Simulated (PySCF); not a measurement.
Nb (niobium, neutral) across methods

[Kr] 4d4 5p1, one real determinant (an excited configuration). Calculation: PySCF 2.14, in x2c-QZVPPall; scalar relativity by spin-free X2C-1e.

```json
{"method": "TPSS", "E (hartree)": "-3819.13", "mean ε 4p β (eV)": "-34.087", "mean ε 4d α (eV)": "-4.744", "mean ε 5p α (eV)": "-2.102", "Σ⟨r²⟩ (bohr²)": "69.55", "⟨S²⟩": "8.751"}
{"method": "r2SCAN", "E (hartree)": "-3819.28", "mean ε 4p β (eV)": "-34.511", "mean ε 4d α (eV)": "-4.999", "mean ε 5p α (eV)": "-2.190", "Σ⟨r²⟩ (bohr²)": "69.22", "⟨S²⟩": "8.752"}
{"method": "UHF", "E (hartree)": "-3817.17975", "mean ε 4p β (eV)": "-41.513", "mean ε 4d α (eV)": "-9.339", "mean ε 5p α (eV)": "-3.373", "Σ⟨r²⟩ (bohr²)": "74.93", "⟨S²⟩": "8.755"}
{"method": "TPSSh", "E (hartree)": "-3819.13", "mean ε 4p β (eV)": "-34.919", "mean ε 4d α (eV)": "-5.232", "mean ε 5p α (eV)": "-2.257", "Σ⟨r²⟩ (bohr²)": "69.77", "⟨S²⟩": "8.751"}
{"method": "LDA", "E (hartree)": "-3814.69", "mean ε 4p β (eV)": "-34.206", "mean ε 4d α (eV)": "-4.881", "mean ε 5p α (eV)": "-2.223", "Σ⟨r²⟩ (bohr²)": "69.00", "⟨S²⟩": "8.750"}
{"method": "PBE", "E (hartree)": "-3818.90", "mean ε 4p β (eV)": "-33.906", "mean ε 4d α (eV)": "-4.814", "mean ε 5p α (eV)": "-2.156", "Σ⟨r²⟩ (bohr²)": "69.78", "⟨S²⟩": "8.751"}
{"method": "PBE0", "E (hartree)": "-3818.97", "mean ε 4p β (eV)": "-36.053", "mean ε 4d α (eV)": "-6.033", "mean ε 5p α (eV)": "-2.546", "Σ⟨r²⟩ (bohr²)": "70.26", "⟨S²⟩": "8.751"}
```

⟨L²⟩ = 8.01 against 12 for a pure F term, so this real determinant mixes terms.
